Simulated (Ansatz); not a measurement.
Molecular dynamics of AlAsFH₅

Input:

```yaml
crystal:
  periodic: [false, false, false]
  atoms:
    - { symbol: Al, position_ang: [0.15107, 0.020679, -0.972995] }
    - { symbol: F, position_ang: [-1.551089, -0.790088, -0.759193] }
    - { symbol: H, position_ang: [1.18247, -1.075815, -1.457984] }
    - { symbol: H, position_ang: [-0.050527, 1.457063, -1.603739] }
    - { symbol: H, position_ang: [-1.24478, -0.57722, 0.285608] }
    - { symbol: As, position_ang: [-0.098637, 0.053582, 1.673823] }
    - { symbol: H, position_ang: [0.333836, 1.475025, 1.351398] }
    - { symbol: H, position_ang: [1.277557, -0.563428, 1.483183] }
magnetization:
  spin_polarized: true
basis:
  gaussian: { orbitals: def2-SVP }
hamiltonian:
  xc: pbe0
  dispersion: d4
md:
  timestep: 0.5
  n_steps: 200
  ensemble: nve
  temperature: 100.0
  initial_velocities: maxwell_boltzmann
  seed: 4958
```

Command:

```bash
$ ansatz run input.yaml --threads 2 --pin off --max-ram 3072MiB --backend cpu --events-out ev --progress --plain --runs-dir out
```

It starts at the highest image of a converged band, a first-order saddle point between two minima.

Output, in part (step lines, the closing report, with atoms numbered from 0):

```
md step     0: t =     0.00 fs  T =   100.0 K  F+E_penalty+E_count = -70211.72894281 eV  E_kin = 0.077556 eV  conserved = -70211.65138681 eV  (28 SCF iters)
md step     1: t =     0.50 fs  T =    99.5 K  F+E_penalty+E_count = -70211.72853600 eV  E_kin = 0.077154 eV  conserved = -70211.65138182 eV  (27 SCF iters)
md step     2: t =     1.00 fs  T =    98.1 K  F+E_penalty+E_count = -70211.72748909 eV  E_kin = 0.076118 eV  conserved = -70211.65137133 eV  (28 SCF iters)
md step     3: t =     1.50 fs  T =    96.2 K  F+E_penalty+E_count = -70211.72596275 eV  E_kin = 0.074606 eV  conserved = -70211.65135664 eV  (27 SCF iters)
md step     4: t =     2.00 fs  T =    93.9 K  F+E_penalty+E_count = -70211.72418517 eV  E_kin = 0.072846 eV  conserved = -70211.65133961 eV  (25 SCF iters)
md step     5: t =     2.50 fs  T =    91.7 K  F+E_penalty+E_count = -70211.72242254 eV  E_kin = 0.071100 eV  conserved = -70211.65132214 eV  (25 SCF iters)
md step     6: t =     3.00 fs  T =    89.8 K  F+E_penalty+E_count = -70211.72094648 eV  E_kin = 0.069640 eV  conserved = -70211.65130647 eV  (25 SCF iters)
md step     7: t =     3.50 fs  T =    88.6 K  F+E_penalty+E_count = -70211.72000199 eV  E_kin = 0.068707 eV  conserved = -70211.65129464 eV  (26 SCF iters)
[... lines left out ...]
Total energy: -70212.43196976 eV, -2580.2592831929 hartree
Atom 0 at    -0.091289    -0.104215    -1.751574 Å, force    -0.994477    -0.845016    -0.090924 eV/Å
Atom 1 at    -1.589613    -0.937370    -1.876836 Å, force     1.134304     0.695332     0.118559 eV/Å
Atom 2 at     1.203747    -1.023756    -1.702469 Å, force    -0.101155     0.078868     0.041248 eV/Å
Atom 3 at    -0.106374     1.467900    -1.839276 Å, force    -0.059856     0.062183     0.048502 eV/Å
Atom 4 at    -1.545098    -0.188329     2.506182 Å, force     1.474475     0.436721    -0.148657 eV/Å
Atom 5 at     0.030568     0.135279     2.221587 Å, force    -1.692494    -0.457817    -0.037742 eV/Å
Atom 6 at    -0.339855     1.277117     1.286959 Å, force    -0.035970     0.325683     0.112500 eV/Å
Atom 7 at    -0.103866    -0.770613     0.998858 Å, force     0.275173    -0.295953    -0.043487 eV/Å
Dipole moment:     0.223465     0.201496     0.166510 e Å
```

The steps, from the saved trajectory:

| time (fs) | T (K) | potential energy less start (eV) | conserved less start (meV/atom) |
| --- | --- | --- | --- |
| 0.0 | 100 | 0.000 | 0.00 |
| 3.0 | 90 | 0.008 | 0.01 |
| 6.0 | 98 | 0.001 | 0.01 |
| 9.0 | 139 | -0.030 | 0.01 |
| 12.0 | 220 | -0.093 | 0.00 |
| 15.0 | 283 | -0.142 | -0.04 |
| 18.0 | 305 | -0.159 | 0.04 |
| 21.0 | 522 | -0.328 | -0.06 |
| 24.0 | 580 | -0.373 | 0.00 |
| 27.0 | 675 | -0.446 | 0.01 |
| 30.0 | 848 | -0.581 | -0.09 |
| 33.0 | 813 | -0.553 | 0.05 |
| 36.0 | 934 | -0.647 | -0.08 |
| 39.0 | 888 | -0.611 | 0.02 |
| 42.0 | 985 | -0.686 | 0.00 |
| 45.0 | 1124 | -0.795 | -0.09 |
| 48.0 | 1050 | -0.736 | 0.05 |
| 51.0 | 1163 | -0.825 | -0.09 |
| 54.0 | 1061 | -0.745 | 0.02 |
| 57.0 | 1090 | -0.768 | 0.00 |
| 60.0 | 1157 | -0.820 | -0.08 |
| 63.0 | 1079 | -0.759 | 0.05 |
| 66.0 | 1218 | -0.868 | -0.09 |
| 69.0 | 1126 | -0.795 | 0.01 |
| 72.0 | 1113 | -0.786 | 0.00 |
| 75.0 | 1135 | -0.803 | -0.07 |
| 78.0 | 1030 | -0.721 | 0.06 |
| 81.0 | 1156 | -0.819 | -0.08 |
| 84.0 | 1081 | -0.761 | 0.01 |
| 87.0 | 1110 | -0.783 | -0.01 |
| 90.0 | 1141 | -0.808 | -0.08 |
| 93.0 | 1017 | -0.711 | 0.05 |
| 96.0 | 1112 | -0.786 | -0.08 |
| 99.0 | 1020 | -0.713 | 0.02 |

The run went to its last step. The conserved energy stayed within 0.095 meV per atom of its start (net change 0.032 meV per atom), so the integration is sound. The system heated up, since it started high on the potential surface and ran downhill. A run of 0.1 ps of so small a system gives no equilibrium averages. The orbitals stay closed-shell, which can raise the energy where a bond breaks towards radicals; this wasn't checked here.

The step under study would form Al1–As6, F2–H5 and break Al1–F2, H5–As6. These pairs go: Al1–As6 2.66 → 3.98 Å, F2–H5 1.11 → 4.45 Å, Al1–F2 1.90 → 1.72 Å, H5–As6 1.91 → 1.63 Å. In the last frame they stand as before the step (other bonds may differ from the relaxed reactants and products). It ends as AlFH2 + AsH3. Pairs count as bonded within 1.25 times the sum of covalent radii (0.12 Å more for H–H).

Last frame:

```xyz
8
Properties=species:S:1:pos:R:3
Al -0.091 -0.104 -1.752
F -1.590 -0.937 -1.877
H 1.204 -1.024 -1.702
H -0.106 1.468 -1.839
H -1.545 -0.188 2.506
As 0.031 0.135 2.222
H -0.340 1.277 1.287
H -0.104 -0.771 0.999
```

Time of the run: 10 min on 2 threads of Arm Neoverse V1, with other jobs on the host, peak memory 0.26 GiB.
